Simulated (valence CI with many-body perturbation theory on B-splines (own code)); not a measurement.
Hg LXXV: electric-dipole lines

Calculated by valence CI with perturbative core correlation (CI+MBPT): four valence electrons over a frozen Dirac-Fock core [He], radial functions for each j: 11 s, 11 p, 10 d, 8 f, 5 g, 2 h, with the one-electron correlation potential Σ1, the two-electron term Σ2, the three-electron term Σ3, Breit, model QED; selected CI, second order for the rest, scaled by the run's own slope (own B-spline code, finite nucleus).

No measured spectrum was set against this ion. As an estimate, large intervals hold to a few tenths of a per cent, small ones and those within an open d or f shell to about a per cent. Among the levels kept, up to 1400 cm⁻¹ of a level comes from second order outside the variational space, and about a tenth of that is noise between levels of different J, which matters for small intervals.

Lines 151 to 200 of 534 in falling wavelength, among levels below 144360 × 10³ cm⁻¹, chosen from the strongest by gf and those to the six lowest levels. Wavelengths and rates use the calculated energies. Electric multipoles are in the length gauge with retardation, E1 and E2 with the static RPA response of the core. Weak lines are less certain than strong ones. Lines between different terms over intervals too small for the method are left out, as are lines whose strength nearly cancels. The highest levels of a list are the least certain.

Levels are named by their leading jj configuration (3d3/2^4 stands for four electrons in 3d with j = 3/2), which in mixed levels can hold well under half, so a name can repeat and another be missing. Letters in brackets count levels of one name in rising energy.

```csv
λ vac (Å),Upper,Lower,A (s⁻¹),S (a.u.) with core polarisation,S without
5.220,(2p1/2 2p3/2^2 3p1/2) J=2 [a],(2s 2p1/2 2p3/2 3p1/2) J=1 [b],1.42e+13,4.98e-03,4.98e-03
5.204,(2p1/2 2p3/2^2 3s) J=3,(2s 2p1/2 2p3/2 3s) J=2 [c],1.60e+13,7.81e-03,7.82e-03
5.200,(2p1/2 2p3/2^2 3p1/2) J=2 [b],(2s 2p1/2 2p3/2 3p1/2) J=1 [c],1.80e+13,6.24e-03,6.25e-03
5.199,(2p1/2 2p3/2^2 3s) J=1 [a],(2s 2p1/2 2p3/2 3s) J=0,9.98e+12,2.08e-03,2.08e-03
5.195,(2s 2p3/2^2 3p3/2) J=2 [a],(2s^2 2p3/2 3p3/2) J=1,7.76e+12,2.69e-03,2.69e-03
5.191,(2p1/2 2p3/2^2 3p1/2) J=3,(2s 2p1/2 2p3/2 3p1/2) J=2 [c],1.81e+13,8.76e-03,8.77e-03
5.178,(2p1/2 2p3/2^2 3s) J=2 [b],(2s 2p1/2 2p3/2 3s) J=2 [c],6.24e+12,2.14e-03,2.14e-03
5.156,(2p1/2 2p3/2^2 3s) J=2 [b],(2s 2p1/2 2p3/2 3s) J=1 [b],1.35e+13,4.56e-03,4.56e-03
5.137,(2s 2p3/2^3) J=2,(2s^2 2p3/2^2) J=2,2.01e+13,6.73e-03,6.74e-03
5.121,(2p1/2^2 2p3/2^2) J=2,(2s 2p1/2^2 2p3/2) J=1,1.88e+13,6.22e-03,6.23e-03
5.112,(2p1/2 2p3/2^3) J=1,(2s 2p1/2 2p3/2^2) J=1 [a],2.90e+13,5.73e-03,5.74e-03
5.109,(2s 2p3/2^2 3p3/2) J=3 [b],(2s^2 2p3/2 3p3/2) J=2,8.40e+12,3.87e-03,3.87e-03
5.102,(2p1/2 2p3/2^3) J=2,(2s 2p1/2 2p3/2^2) J=1 [b],7.18e+12,2.35e-03,2.36e-03
5.096,(2s 2p1/2 2p3/2 3d5/2) J=3 [c],(2s^2 2p1/2 3d5/2) J=2,2.33e+13,1.06e-02,1.06e-02
5.096,(2s 2p1/2 2p3/2 3p3/2) J=2 [c],(2s^2 2p1/2 3p3/2) J=1,2.40e+13,7.85e-03,7.86e-03
5.095,(2p1/2^2 2p3/2 3s) J=1,(2s 2p1/2^2 3s) J=0,1.37e+13,2.68e-03,2.69e-03
5.093,(2s 2p1/2 2p3/2 3d5/2) J=4 [c],(2s^2 2p1/2 3d5/2) J=3,2.28e+13,1.34e-02,1.34e-02
5.091,(2p1/2 2p3/2^3) J=2,(2s 2p1/2 2p3/2^2) J=2 [b],3.67e+13,1.19e-02,1.20e-02
5.088,(2s 2p1/2 2p3/2 3p3/2) J=3 [c],(2s^2 2p1/2 3p3/2) J=2,2.42e+13,1.10e-02,1.10e-02
5.087,(2p1/2^2 2p3/2 3p3/2) J=1,(2s 2p1/2^2 3p3/2) J=1,1.67e+13,3.25e-03,3.26e-03
5.085,(2p1/2^2 2p3/2 3d5/2) J=2,(2s 2p1/2^2 3d5/2) J=2,1.45e+13,4.70e-03,4.71e-03
5.084,(2p3/2^4) J=0,(2s 2p3/2^3) J=1,8.16e+13,5.29e-03,5.30e-03
5.083,(2s 2p3/2^3) J=1,(2s^2 2p3/2^2) J=0,1.30e+13,2.52e-03,2.52e-03
5.078,(2s 2p1/2 2p3/2 3d3/2) J=2 [c],(2s^2 2p1/2 3d3/2) J=2,2.54e+13,8.20e-03,8.21e-03
5.077,(2p1/2^2 2p3/2 3p3/2) J=3,(2s 2p1/2^2 3p3/2) J=2,1.91e+13,8.64e-03,8.65e-03
5.075,(2p1/2^2 2p3/2 3d5/2) J=4,(2s 2p1/2^2 3d5/2) J=3,1.71e+13,9.94e-03,9.96e-03
5.074,(2s 2p3/2^2 3p3/2) J=2 [c],(2s^2 2p3/2 3p3/2) J=2,2.30e+13,7.42e-03,7.43e-03
5.073,(2s 2p1/2 2p3/2 3d3/2) J=1 [d],(2s^2 2p1/2 3d3/2) J=1,2.19e+13,4.23e-03,4.23e-03
5.072,(2s 2p1/2 2p3/2 3d3/2) J=2 [d],(2s^2 2p1/2 3d3/2) J=1,2.33e+13,7.49e-03,7.50e-03
5.068,(2s 2p1/2 2p3/2 3p1/2) J=1 [b],(2s^2 2p1/2 3p1/2) J=1,2.77e+13,5.34e-03,5.35e-03
5.067,(2s 2p1/2 2p3/2 3d3/2) J=3 [c],(2s^2 2p1/2 3d3/2) J=2,2.28e+13,1.03e-02,1.03e-02
5.067,(2s 2p1/2 2p3/2 3s) J=1 [b],(2s^2 2p1/2 3s) J=1,2.23e+13,4.30e-03,4.30e-03
5.065,(2p1/2^2 2p3/2 3d3/2) J=2,(2s 2p1/2^2 3d3/2) J=2,9.93e+12,3.18e-03,3.19e-03
5.063,(2s 2p1/2 2p3/2 3p1/2) J=2 [c],(2s^2 2p1/2 3p1/2) J=1,2.53e+13,8.10e-03,8.11e-03
5.062,(2s 2p3/2^2 3p3/2) J=1 [c],(2s^2 2p3/2 3p3/2) J=0,1.03e+13,1.97e-03,1.97e-03
5.062,(2s 2p1/2 2p3/2 3p1/2) J=1 [c],(2s^2 2p1/2 3p1/2) J=0,2.66e+13,5.11e-03,5.12e-03
5.062,(2s 2p1/2 2p3/2 3d5/2) J=2 [c],(2s^2 2p1/2 3d5/2) J=3,6.16e+12,1.97e-03,1.97e-03
5.061,(2s 2p3/2^2 3d3/2) J=0,(2s^2 2p3/2 3d3/2) J=1,3.12e+13,2.00e-03,2.00e-03
5.060,(2s 2p1/2 2p3/2 3d5/2) J=3 [d],(2s^2 2p1/2 3d5/2) J=3,2.51e+13,1.12e-02,1.13e-02
5.059,(2s 2p1/2 2p3/2 3d3/2) J=1 [c],(2s^2 2p1/2 3d3/2) J=2,2.43e+13,4.65e-03,4.66e-03
5.055,(2p1/2 2p3/2^2 3p1/2) J=1 [b],(2s 2p1/2 2p3/2 3p1/2) J=2 [c],2.35e+13,4.49e-03,4.50e-03
5.054,(2p1/2 2p3/2^2 3s) J=1 [b],(2s 2p1/2 2p3/2 3s) J=2 [c],2.31e+13,4.42e-03,4.42e-03
5.052,(2p1/2^2 2p3/2 3d3/2) J=2,(2s 2p1/2^2 3d3/2) J=1,9.06e+12,2.88e-03,2.89e-03
5.052,(2p1/2 2p3/2^2 3s) J=0,(2s 2p1/2 2p3/2 3s) J=1 [c],3.25e+13,2.07e-03,2.07e-03
5.052,(2s 2p1/2 2p3/2 3d5/2) J=2 [c],(2s^2 2p1/2 3d5/2) J=2,1.99e+13,6.33e-03,6.34e-03
5.051,(2s 2p1/2 2p3/2 3d5/2) J=2 [d],(2s^2 2p1/2 3d5/2) J=3,2.17e+13,6.89e-03,6.90e-03
5.050,(2p1/2 2p3/2^2 3p1/2) J=1 [b],(2s 2p1/2 2p3/2 3p1/2) J=1 [b],1.37e+13,2.61e-03,2.62e-03
5.050,(2p1/2^2 2p3/2 3p1/2) J=1,(2s 2p1/2^2 3p1/2) J=0,1.31e+13,2.50e-03,2.50e-03
5.049,(2p1/2^2 2p3/2 3d5/2) J=3,(2s 2p1/2^2 3d5/2) J=2,7.94e+12,3.53e-03,3.54e-03
5.049,(2s 2p1/2 2p3/2 3p3/2) J=2 [d],(2s^2 2p1/2 3p3/2) J=2,2.34e+13,7.42e-03,7.43e-03
```
